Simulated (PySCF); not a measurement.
A side-by-side comparison of computed properties.

First species: InCl2(CF3), CCl₂F₃In.
Z-matrix (Å and degrees, PBE0-D3(BJ)/def2-SVP geometry), rows numbered from 1:
```
In
Cl  1  2.3274
Cl  1  2.3262  2  115.34
C   1  2.2074  2  124.13  3  -179.96
F   4  1.3312  1  112.22  2    16.11
F   4  1.3346  1  110.50  2  -104.36
F   4  1.3339  1  110.32  2   136.56
```

Second species: 1,3-cyclopentanedione, C5H6O2.
SMILES: `O=C1CCC(=O)C1`

Levels: wB97X-D/def2-SVPD for HOMO energy, LUMO energy, HOMO–LUMO gap and static isotropic polarisability; TDDFT wB97X-D/def2-SVPD for lowest singlet excitation; TDA wB97X-D/def2-SVPD for lowest triplet excitation (Tamm–Dancoff); ΔSCF wB97X-D/def2-SVPD for vertical ionisation energy. Geometries: PBE0-D3(BJ)/def2-SVP. All species are isolated and taken at one optimised geometry (atoms past krypton carry core potentials, spin–orbit coupling is left out). Electronic properties by PySCF.

Values for the first species:

| Quantity | Value |
| --- | --- |
| HOMO energy | -11.00 eV |
| LUMO energy | -1.10 eV |
| HOMO–LUMO gap | 9.90 eV |
| Lowest singlet excitation | 5.61 eV |
| Lowest triplet excitation (Tamm–Dancoff) | 4.69 eV |
| Static isotropic polarisability | 77.7 au |
| Vertical ionisation energy | 11.33 eV |

Question: Estimate the same properties for the second species, and the change in each.

Answer: 
```
                                property      first    second  second less first
                             HOMO energy  -11.00 eV  -9.25 eV           +1.75 eV
                             LUMO energy   -1.10 eV   0.33 eV           +1.43 eV
                           HOMO–LUMO gap    9.90 eV   9.58 eV           -0.32 eV
               lowest singlet excitation    5.61 eV   4.08 eV           -1.53 eV
lowest triplet excitation (Tamm–Dancoff)    4.69 eV   3.65 eV           -1.04 eV
         static isotropic polarisability    77.7 au   60.8 au           -16.9 au
              vertical ionisation energy   11.33 eV   9.63 eV           -1.70 eV
```

On the first: S1 lies 4.29 eV below the HOMO–LUMO gap; its leading configuration is HOMO−1→LUMO, weight 0.94. The vertical singlet–triplet gap S1 − T1 is 0.92 eV (TDDFT singlet less Tamm–Dancoff triplet; S1: HOMO−1→LUMO, weight 0.94; T1: HOMO→LUMO, weight 0.92). Atoms past krypton carry effective core potentials; spin–orbit coupling is left out.

On the second: The polarisability is 9.01 Å³ as a volume (1 au = 0.148185 Å³), or 1.17 au for each of the 52 electrons. No computed singlet falls in the visible range (750 to 380 nm, 1.65 to 3.26 eV); S1 lies 0.82 eV above its blue end.
